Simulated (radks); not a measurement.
The thulium ion Tm2+ inside a hard spherical wall (all orbitals vanish at R), configuration held at [Xe] 4f13 and not refilled when levels cross. Calculated with a radial shooting solver on a logarithmic mesh with Libxc functionals: scalar-relativistic Kohn-Sham, r2SCAN, spin-polarised, spherical densities, finite nucleus; open shells are filled with parallel spins first (spin-orbit coupling, left out, can overturn this in heavy ions); meta-GGA in the generalised Kohn-Sham scheme; Fermi nuclear charge, rms radius 5.2256 fm. Eigenvalues in eV for spin up, with the zero of energy where the potential of the charges vanishes at infinity; a dash marks a level that is unbound or too diffuse for the functional's potential to be trusted. A positive occupied level is held by the wall or, in an anion where self-interaction has pushed it up, behind a barrier. The pressure on the wall is -dE/dV.

R (bohr)  E (hartree)  kinetic (hartree)    e(4d)    e(5s)    e(5p)    e(4f)  e(6s, empty)  e(5d, empty)  pressure (GPa)
free      -13566.7419          14743.885  -189.55  -69.669  -42.472  -17.773       -14.023       -12.865               0
15        -13566.7419          14743.885  -189.55  -69.669  -42.472  -17.773       -14.023       -12.865        < 0.0001
8         -13566.7419          14743.885  -189.55  -69.668  -42.471  -17.773       -13.988       -12.857        0.000473
7         -13566.7419          14743.885  -189.54  -69.665  -42.468  -17.768       -13.880       -12.829         0.00440
6         -13566.7416          14743.888  -189.52  -69.647  -42.452  -17.745       -13.476       -12.717          0.0453
4         -13566.7122          14744.143  -188.61  -68.999  -41.833  -16.890        -6.722       -10.571            10.8
3.5       -13566.6359          14744.732  -187.24  -68.008  -40.794  -15.589         0.375        -8.123            52.4
3         -13566.3446          14746.690  -183.77  -65.461  -37.911  -12.292        15.610        -2.593             276
2.5       -13565.1864          14753.224  -175.04  -58.619  -29.650   -3.932        50.875        10.857            1610
2         -13560.2784          14775.865  -153.22  -38.023   -4.229   17.484        140.97        47.220           11100
1.5       -13536.2308          14868.006  -96.647   40.211   89.400   77.024        410.88        165.23          105000
